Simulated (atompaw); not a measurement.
Before and after: PAW (atompaw) potential for promethium (Pm)

```json
{"Element": "Pm", "Generator": "atompaw 4.2.0.5", "Type": "PAW", "Functional": "PBE", "Relativity": "scalar-relativistic", "Frozen core": "[Kr] 4d10", "Valence charge": "15", "Reference configuration": "4f5 5s2 5p6 5d0 6s0 6p0 (charge +2)", "Partial waves": "5s (bound): rc 2.20 bohr; 6s (bound, empty): rc 1.85 bohr; 5p (bound): rc 2.20 bohr; 6p (bound, empty): rc 2.20 bohr; 5d (bound, empty): rc 2.05 bohr; 5d channel at 1.65 Ry: rc 2.20 bohr; 4f (bound): rc 1.05 bohr; 4f channel at -0.35 Ry: rc 1.05 bohr", "Local potential": "bessel scheme, radius 2.00 bohr", "Core correction": "smooth core density matched at 1.55 bohr", "Augmentation charge": "sinc compensation charge, radius 1.85 bohr; PAW radius 2.20 bohr; waves and projectors: custom rrkj gramschmidtortho"}
```

All-electron outer shells of the reference configuration (PBE, scalar-relativistic, ld1.x):

```tsv
shell	level (eV)	outermost node (bohr)	outermost maximum (bohr)
4p	-249.72	0.31	0.58
4d	-135.80	0.29	0.60
5s	-55.05	0.70	1.29
5p	-35.77	0.75	1.46
4f	-15.19	–	0.64
5d	-13.60	0.86	2.07
6s	-13.59	1.71	3.28
6p	-9.72	2.02	3.96
```

Change: local potential vpsmatchnc scheme with l = 4 at 0.5 Ry, radius 2.00 bohr.

Cutoffs: the cutoffs (Ry, on a coarse ladder) from which the occupation-weighted sum of valence levels, in a spherical-Bessel basis at the reference potential, stays within 10 and 1 mRy of its value at 400 Ry; they do not see the model core or the augmentation charge, which bear on the density cutoff.

Q: What does the change do?

A: The potential gets neither clearly harder nor softer (160 Ry and 260 Ry → 160 Ry and 260 Ry); a bound ghost appears in s, which as a rule spoils a file; the range in which the s phases agree widens (upper end 0.8 → at the end of the scan). A state that the projectors do not describe sees the local part alone, so a deeper or shallower local part can create or remove a ghost.

```csv
quantity,base,changed
"cutoff, loose",160 Ry,160 Ry
"cutoff, tight",260 Ry,260 Ry
bound ghosts,none,s
s: phases at 2.21 bohr within 0.05 rad from the reference energy up to (Ry; the scan ends near 5),0.8,to the end of the scan
p: phases at 2.21 bohr within 0.05 rad from the reference energy up to (Ry; the scan ends near 5),2.0,1.9
d: phases at 2.21 bohr within 0.05 rad from the reference energy up to (Ry; the scan ends near 5),to the end of the scan,to the end of the scan
f: phases at 2.21 bohr within 0.05 rad from the reference energy up to (Ry; the scan ends near 5),to the end of the scan,to the end of the scan
lowest overlap eigenvalue by channel,"s 0.38, p 0.34, d 0.76, f 1.00","s 0.20, p 0.12, d 0.66, f 0.98"
```

 A true bound ghost makes a file unfit for plane-wave use even where its test errors are small: the radial tests pick states by their node count and pass the ghost by. The cutoffs see the waves, projectors and local potential, not the compensation charge or the core.
